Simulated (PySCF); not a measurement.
Compound: H9NSi3.
Structure used (PBE0-D3(BJ)/def2-SVP), in Å, numbered top down from 1:
```xyz
13
H9NSi3 angstrom
Si    -1.6098    1.1985   -0.4369
N     -0.9129   -0.3703   -0.1587
Si     0.7528   -0.8889   -0.2218
Si     2.2243    0.9324   -0.3762
H     -2.5868    1.5492    0.6400
H     -0.4886    2.1844   -0.4322
H     -2.3304    1.3050   -1.7452
H     -1.5805   -1.1198    0.0107
H      1.0200   -1.7955   -1.3878
H      1.0956   -1.6782    1.0057
H      3.6120    0.3710   -0.3843
H      2.0886    1.8531    0.7939
H      2.0211    1.7101   -1.6366
```

Method: core-valence-separated Tamm–Dancoff BHandHLYP/aug-pcX-1 (pcseg-1 on H, def2-SVPD on Si) in PySCF, non-relativistic, gas phase, PBE0-D3(BJ)/def2-SVP geometry. Absolute energies from this functional tend to lie a few eV below measured edges; no shift was applied.

The lowest roots of each edge with f over 0.003 (five at most, numbered afresh; weaker and dark ones are left out), with transition dipoles (au) in the frame of the coordinates:

```
root  edge  E (eV)       μx       μy       μz
   1     N  398.72  -0.0112  -0.0161  -0.0018
   2     N  400.04  -0.0431  -0.0313   0.0133
   3     N  400.37  -0.0015   0.0106   0.0373
   4     N  400.43  -0.0404   0.0395  -0.0133
   5     N  400.72   0.0026   0.0181   0.0083
```

Problem. What are the oscillator strengths?

Solution. f = (2/3) ΔE |μ|², with ΔE in hartree (27.2114 eV):

```
root  ΔE (Eh)  |μ|² (au)      f  core hole on
   1  14.6526   0.000388  0.004            N2
   2  14.7013   0.003014  0.030            N2
   3  14.7133   0.001506  0.015            N2
   4  14.7156   0.003369  0.033            N2
   5  14.7260   0.000403  0.004            N2
```

Problem. Molecules are fixed in this frame and the field points along (0, 1, 1)/√2. What effective strengths 3 f cos²θ do the roots have (θ between field and μ)?

Solution. root 1 (N2): 0.005, root 2 (N2): 0.005, root 3 (N2): 0.034, root 4 (N2): 0.010, root 5 (N2): 0.010. Root 3 is the strongest. Averaged over all orientations cos²θ is 1/3, which gives f back.

One conformer stands for the species.
